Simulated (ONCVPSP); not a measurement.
**What the settings do to the ONCV potential of tantalum**

Base potential:

```
Element                 : Ta (Z = 73)
Generator               : ONCVPSP 4.0.1
Type                    : optimised norm-conserving Vanderbilt (ONCV)
Functional              : PBEsol
Relativity              : fully relativistic
Frozen core             : [Xe] 4f14
Valence charge          : 5
Reference configuration : 5d3 6s1.5 6p0.5
Partial waves           : 6s: rc 2.40 bohr, ncon 4, nbas 7, qcut 2.2 1/bohr, local; 6p: rc 2.70 bohr, ncon 4, nbas 8, qcut 3.4 1/bohr, 2 projectors, debl 1.2 Ha; 5d: rc 2.40 bohr, ncon 4, nbas 8, qcut 6.8 1/bohr, 2 projectors, debl 1.4 Ha
Local potential         : the s channel
Core correction         : none
```

Open shells are filled in proportion to 2j + 1.

All-electron outer shells of the reference configuration (PBEsol, scalar-relativistic, ld1.x):

```json
{"shell": "5p", "level (eV)": "-40.20", "outermost node (bohr)": "0.58", "outermost maximum (bohr)": "1.13"}
{"shell": "4f", "level (eV)": "-25.52", "outermost node (bohr)": "–", "outermost maximum (bohr)": "0.44"}
{"shell": "6s", "level (eV)": "-5.98", "outermost node (bohr)": "1.32", "outermost maximum (bohr)": "2.74"}
{"shell": "5d", "level (eV)": "-4.29", "outermost node (bohr)": "0.65", "outermost maximum (bohr)": "1.58"}
{"shell": "6p", "level (eV)": "-1.75", "outermost node (bohr)": "1.59", "outermost maximum (bohr)": "3.80"}
```

Cutoffs, loose and tight: the cutoffs (Ha) at which the residual kinetic energy of the hardest occupied pseudo-wave falls to 1 and 0.1 mHa per electron. They do not see the model core or the augmentation charge, which bear on the density cutoff. Test errors are all-electron minus pseudo excitation energies from the reference, over the configurations 5d3 6s2 6p0; 5d3 6s1 6p0; 5d3 6s0 6p0; 5d4 6s1 6p0. A dash means not determined; rows that change the core or the reference have their own tests. The largest error is taken over the tests solved by every variant that gives reliable tests at all: 5d3 6s1 6p0; 5d3 6s2 6p0; 5d4 6s1 6p0.

A true bound ghost makes a file unfit for plane-wave use even where its test errors are small: the radial tests pick states by their node count and pass the ghost by.

```csv
change,outcome,"cutoff, loose","cutoff, tight",bound ghosts,GHOST(+) flags above zero,largest test error (meV)
base,generated,13 Ha,22 Ha,"p3/2, p1/2",none,-11
"reference 5d3 6s2; wave 6p: rc 2.70 bohr, ncon 4, nbas 8, qcut 3.4 1/bohr, 2 projectors, debl 1.2 Ha becomes p scattering state at 0.29 Ha: rc 2.70 bohr, ncon 4, nbas 8, qcut 3.4 1/bohr, 2 projectors, debl 1.2 Ha","generated, projector energies reset by the program",13 Ha,16 Ha,"p3/2, p1/2",none,+52
scalar-relativistic,generated,13 Ha,16 Ha,p,none,-15
"all radii scaled by about 1.19 (s 2.86, p 3.22, d 2.86 bohr)",generated,12 Ha,15 Ha,none,none,-8.5
"s: nproj 1; local potential polynomial inside 2.25 bohr (lpopt 5, dvloc0 2 Ha)",generated,13 Ha,22 Ha,"p3/2, p1/2",s,-10
s: qcut 3.1; p: qcut 4.8; d: qcut 9.7,"failed: ERROR pspot: first pseudo wave function has node, program will stop",–,–,–,–,–
p: qcut 4.5,"failed: ERROR pspot: first pseudo wave function has node, program will stop",–,–,–,–,–
s: nbas 9,generated,13 Ha,22 Ha,"p3/2, p1/2",none,-11
```
